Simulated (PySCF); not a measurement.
Simulated absorption spectrum

Compound: C₂H₁₀OSi₄.
Structure used (GFN2-xTB), in Å, numbered top down from 1:
```
atom  x, y, z in Å
C1     3.492    1.356   -0.597
C2     2.679    0.472   -0.541
Si3    1.361   -0.838   -0.440
O4     1.320   -1.450    1.079
Si5   -0.803   -0.014   -0.561
Si6   -1.056    1.985    0.608
Si7   -2.408   -1.620   -0.036
H8     4.213    2.121   -0.650
H9     1.854   -1.880   -1.357
H10    2.096   -1.806    1.503
H11   -0.982    0.318   -2.001
H12   -2.249    2.730    0.193
H13    0.075    2.904    0.449
H14   -1.203    1.753    2.049
H15   -3.626   -1.024    0.527
H16   -2.845   -2.413   -1.191
H17   -1.925   -2.583    0.956
```

Computed with TDDFT wB97X-D/def2-SVPD, vertical, gas phase, core orbitals frozen in the response (PySCF). GFN2-xTB frequencies show an imaginary mode (22i cm⁻¹), so this geometry is no minimum at that level.

Broadening: Gaussians 0.4 eV wide at half height, area fixed by f = 4.319×10⁻⁹ ∫ε dν̃. The width is an assumption, not a result. The curve ends short of the highest state used, and states not computed would add to its high-energy end.

```tsv
λ (nm)	ε (L mol⁻¹ cm⁻¹)
188.5	8608
189.5	9011
190.4	9259
191.4	9367
192.4	9273
193.4	8973
194.4	8487
195.3	7921
196.3	7192
197.3	6407
198.3	5613
199.3	4847
200.3	4138
201.2	3567
202.2	3016
203.2	2559
204.2	2198
205.2	1933
206.1	1774
207.1	1680
208.1	1666
209.1	1720
210.1	1829
211.1	1976
212.0	2124
213.0	2290
214.0	2438
215.0	2552
216.0	2620
216.9	2636
217.9	2599
218.9	2508
219.9	2367
220.9	2187
221.8	2000
222.8	1776
223.8	1545
224.8	1318
225.8	1103
226.8	906
227.7	747
228.7	592
229.7	462
230.7	354
231.7	267
232.6	204
233.6	150
234.6	108
235.6	77
236.6	54
237.6	37
238.5	26
239.5	18
240.5	12
241.5	8
242.5	5
```

(1) Locate the maxima and give the states behind the curve.

(2) Coming from long wavelengths, where does ε first pass 100 L mol⁻¹ cm⁻¹?

(3) On this curve, what absorbance would a 10⁻⁵ mol/L sample give at 193 nm over a 1 cm path?

Results:

(1) 217 nm (5.72 eV), ε about 2600, made up of S1 (99%); 191 nm (6.48 eV), ε about 9400, made up of S3 (41%), S4 (33%) and S5 (15%) (ε in L mol⁻¹ cm⁻¹; maxima over ε = 5, shares over 10%). The states used: S1 5.71 eV (f 0.039); S2 6.18 eV (f 0.021); S3 6.41 eV (f 0.063); S4 6.49 eV (f 0.047); S5 6.55 eV (f 0.022); S6 6.78 eV (f 0.045); S7 6.99 eV (f 0.040); S8 7.18 eV (f 0.032).

(2) At about 235 nm (5.28 eV), 0.43 eV below S1.

(3) 193 nm is 6.424 eV, where ε is about 9100 L mol⁻¹ cm⁻¹, so A = ε c l ≈ 0.091 (Beer–Lambert, with the gas-phase spectrum and the assumed width).

On Arm Neoverse N1, one thread, shared host with 64 logical CPUs at a one-minute load of 62, this took 1.9 min wall and 1.1 GiB of memory at its peak.

One conformer stands for the species.
